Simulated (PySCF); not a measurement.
FH6NOSi2, SMILES [SiH3][Si@](O)(F)N.

Coordinates come from a PBE-D3(BJ)/def2-SVP optimisation. The structure was generated by enumeration; whether it is a known compound was not checked. Other conformers were not sampled.

Two levels are set side by side: PBE/def2-TZVP (PySCF) and B3LYP/def2-TZVP (PySCF). Same geometry, gas phase. Differences are taken from unrounded values.

| quantity | PBE |
|---|---|
| orbital gap (eV) | 5.68 |
| highest occupied level (eV) | -6.55 |
| lowest empty level (eV) | -0.87 |
| dipole moment (D) | 0.79 |
| mean polarisability (bohr³) | 67.7 |

Task: These are the PBE values. What does B3LYP give? (The exact figures need the calculation; the answer reports its results.)

Result: 
| quantity | B3LYP | PBE minus B3LYP |
|---|---|---|
| orbital gap (eV) | 7.53 | -1.85 |
| highest occupied level (eV) | -7.76 | 1.20 |
| lowest empty level (eV) | -0.23 | -0.64 |
| dipole moment (D) | 0.73 | 0.06 |
| mean polarisability (bohr³) | 64.7 | 3.0 |

Without exact exchange PBE keeps part of each electron's self-repulsion, which lifts occupied levels and narrows the gap. PBE's more diffuse valence density responds more strongly to a field. Differences between two approximate levels are no errors against the true value.

Rough cost on one machine, each run with all the roots and properties that it gave: B3LYP against PBE within a factor of 2.
